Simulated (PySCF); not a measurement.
C₅H₁₅O₂Si (SMILES CCO[SiH](C)[OH+]CC), charge +1, singlet, at a GFN2-xTB geometry; BHANDHLYP/STO-3G run with PySCF.

Here is a job for PySCF.
```python
from pyscf import gto, scf, dft

mol = gto.M(
    atom='''
C     2.943699    1.911775    0.715505
C     2.641244    0.609707   -0.000958
O     1.230340    0.456423   -0.115641
Si    0.262149   -0.712842   -0.598492
C     0.144846   -2.261861    0.467522
O    -1.197065    0.231576   -0.168697
C    -2.570503   -0.068911   -0.485099
C    -3.488937    0.461021    0.595700
H     4.018870    2.032605    0.802337
H     2.542275    2.754595    0.159363
H     2.511455    1.907050    1.712533
H     3.067633    0.608473   -1.006823
H     3.043073   -0.242869    0.550996
H     0.162356   -0.855318   -2.041145
H    -0.732704   -2.863662    0.246285
H     0.114838   -2.013646    1.529463
H     1.006387   -2.907894    0.317574
H    -1.070316    1.166759    0.057685
H    -2.814439    0.362765   -1.459665
H    -2.626113   -1.154306   -0.555322
H    -4.514581    0.191967    0.362074
H    -3.431482    1.545509    0.659877
H    -3.235637    0.033379    1.562344
''',
    basis='sto-3g',
    charge=1,
    spin=0,
    verbose=4,
)

mf = dft.RKS(mol)
mf.xc = 'bhandhlyp'
mf.grids.atom_grid = (99, 590)
mf.grids.prune = None
mf.kernel()
```

What the program printed (banner, timings and long lists left out):

```
PySCF version 2.14.0

[INPUT] verbose = 4
[INPUT] num. atoms = 23
[INPUT] num. electrons = 74
[INPUT] charge = 1
[INPUT] spin (= nelec alpha-beta = 2S) = 0
[INPUT] symmetry False subgroup None
[INPUT] Mole.unit = angstrom
[INPUT] Symbol           X                Y                Z      unit          X                Y                Z       unit  Magmom
[INPUT]  1 C      2.943699000000   1.911775000000   0.715505000000 AA    5.562784903156   3.612731161790   1.352108490757 Bohr   0.0
[INPUT]  2 C      2.641244000000   0.609707000000  -0.000958000000 AA    4.991227788151   1.152179246230  -0.001810357627 Bohr   0.0
[INPUT]  3 O      1.230340000000   0.456423000000  -0.115641000000 AA    2.325005640097   0.862514466952  -0.218529818771 Bohr   0.0
[INPUT]  4 Si     0.262149000000  -0.712842000000  -0.598492000000 AA    0.495389813829  -1.347076150087  -1.130985967743 Bohr   0.0
[INPUT]  5 C      0.144846000000  -2.261861000000   0.467522000000 AA    0.273719270239  -4.274297821835   0.883488537209 Bohr   0.0
[INPUT]  6 O     -1.197065000000   0.231576000000  -0.168697000000 AA   -2.262125003302   0.437615217022  -0.318791128036 Bohr   0.0
[INPUT]  7 C     -2.570503000000  -0.068911000000  -0.485099000000 AA   -4.857546672373  -0.130222916970  -0.916704253300 Bohr   0.0
[INPUT]  8 C     -3.488937000000   0.461021000000   0.595700000000 AA   -6.593135395862   0.871203427673   1.125709852403 Bohr   0.0
[INPUT]  9 H      4.018870000000   2.032605000000   0.802337000000 AA    7.594563630231   3.841066769422   1.516197189605 Bohr   0.0
[INPUT] 10 H      2.542275000000   2.754595000000   0.159363000000 AA    4.804203483329   5.205430134096   0.301152424389 Bohr   0.0
[INPUT] 11 H      2.511455000000   1.907050000000   1.712533000000 AA    4.745962124170   3.603802205852   3.236218349280 Bohr   0.0
[INPUT] 12 H      3.067633000000   0.608473000000  -1.006823000000 AA    5.796986220678   1.149847324192  -1.902619725913 Bohr   0.0
[INPUT] 13 H      3.043073000000  -0.242869000000   0.550996000000 AA    5.750574547059  -0.458955894147   1.041231535731 Bohr   0.0
[INPUT] 14 H      0.162356000000  -0.855318000000  -2.041145000000 AA    0.306808374680  -1.616316769411  -3.857205030525 Bohr   0.0
[INPUT] 15 H     -0.732704000000  -2.863662000000   0.246285000000 AA   -1.384609890373  -5.411536893324   0.465411198589 Bohr   0.0
[INPUT] 16 H      0.114838000000  -2.013646000000   1.529463000000 AA    0.217012368693  -3.805239451826   2.890266187656 Bohr   0.0
[INPUT] 17 H      1.006387000000  -2.907894000000   0.317574000000 AA    1.901795805323  -5.495123259266   0.600127884283 Bohr   0.0
[INPUT] 18 H     -1.070316000000   1.166759000000   0.057685000000 AA   -2.022604106740   2.204854963371   0.109008851496 Bohr   0.0
[INPUT] 19 H     -2.814439000000   0.362765000000  -1.459665000000 AA   -5.318518904295   0.685526497578  -2.758367083613 Bohr   0.0
[INPUT] 20 H     -2.626113000000  -1.154306000000  -0.555322000000 AA   -4.962634342160  -2.181322203942  -1.049406490946 Bohr   0.0
[INPUT] 21 H     -4.514581000000   0.191967000000   0.362074000000 AA   -8.531321657165   0.362765054954   0.684220696826 Bohr   0.0
[INPUT] 22 H     -3.431482000000   1.545509000000   0.659877000000 AA   -6.484561181375   2.920588733050   1.246986805900 Bohr   0.0
[INPUT] 23 H     -3.235637000000   0.033379000000   1.562344000000 AA   -6.114467768509   0.063077168312   2.952402272357 Bohr   0.0

nuclear repulsion = 497.342110726724
number of shells = 41
number of NR pGTOs = 177
number of NR cGTOs = 59
basis = sto-3g
ecp = {}

******** <class 'pyscf.dft.rks.RKS'> ********
method = RKS
initial guess = minao
damping factor = 0
level_shift factor = 0
DIIS = <class 'pyscf.scf.diis.CDIIS'>
diis_start_cycle = 1
diis_space = 8
diis_damp = 0
SCF conv_tol = 1e-09
SCF conv_tol_grad = None
SCF max_cycles = 50
direct_scf = True
direct_scf_tol = 1e-13
XC library pyscf.dft.libxc version 7.1.2
    S. Lehtola, C. Steigemann, M. J. T. Oliveira, and M. A. L. Marques,  SoftwareX 7, 1–5 (2018)
XC functionals = bhandhlyp
    A. D. Becke,  J. Chem. Phys. 98, 1372 (1993)
    Defined through Gaussian implementation.
radial grids:
    Treutler-Ahlrichs [JCP 102, 346 (1995); DOI:10.1063/1.469408] (M4) radial grids

becke partition: Becke, JCP 88, 2547 (1988); DOI:10.1063/1.454033
pruning grids: None
grids dens level: 3
symmetrized grids: False
atomic radii adjust function: <function treutler_atomic_radii_adjust>
User specified grid scheme (99, 590)
small_rho_cutoff = 0
Set gradient conv threshold to 3.16228e-05
Initial guess from minao.
tot grids = 1343432
init E= -632.412866251083
  HOMO = -0.356461922703188  LUMO = 0.0729862209616345  gap/eV = 11.68588
cycle= 1 E= -631.299922395254  delta_E= 1.11  |g|= 0.577  |ddm|= 5.48
  HOMO = -0.259062451517333  LUMO = 0.0273598736404329  gap/eV = 7.79395
cycle= 2 E= -631.352991462436  delta_E= -0.0531  |g|= 0.472  |ddm|= 1.46
  HOMO = -0.412136721886115  LUMO = 0.0206382498961107  gap/eV = 11.77641
cycle= 3 E= -631.418065054  delta_E= -0.0651  |g|= 0.0453  |ddm|= 0.677
  HOMO = -0.398987231545435  LUMO = 0.0227822399057689  gap/eV = 11.47693
cycle= 4 E= -631.418673725381  delta_E= -0.000609  |g|= 0.0169  |ddm|= 0.0848
  HOMO = -0.402599631371881  LUMO = 0.0246627723019572  gap/eV = 11.62640
cycle= 5 E= -631.418770014525  delta_E= -9.63e-05  |g|= 0.0015  |ddm|= 0.0273
  HOMO = -0.402828692950653  LUMO = 0.0241421413007651  gap/eV = 11.61847
cycle= 6 E= -631.418770910834  delta_E= -8.96e-07  |g|= 0.000298  |ddm|= 0.00286
  HOMO = -0.402728842147229  LUMO = 0.0242297781607975  gap/eV = 11.61814
cycle= 7 E= -631.418770952362  delta_E= -4.15e-08  |g|= 8.63e-05  |ddm|= 0.000688
  HOMO = -0.402726097846397  LUMO = 0.0242249008622083  gap/eV = 11.61793
cycle= 8 E= -631.418770955477  delta_E= -3.12e-09  |g|= 1.81e-05  |ddm|= 0.000181
  HOMO = -0.402732074922912  LUMO = 0.0242241450748134  gap/eV = 11.61807
cycle= 9 E= -631.418770955614  delta_E= -1.38e-10  |g|= 3.51e-06  |ddm|= 4.13e-05
  HOMO = -0.40273177755123  LUMO = 0.0242242033645956  gap/eV = 11.61806
Extra cycle  E= -631.418770955615  delta_E= -4.55e-13  |g|= 2.12e-06  |ddm|= 8e-06
converged SCF energy = -631.418770955615
```
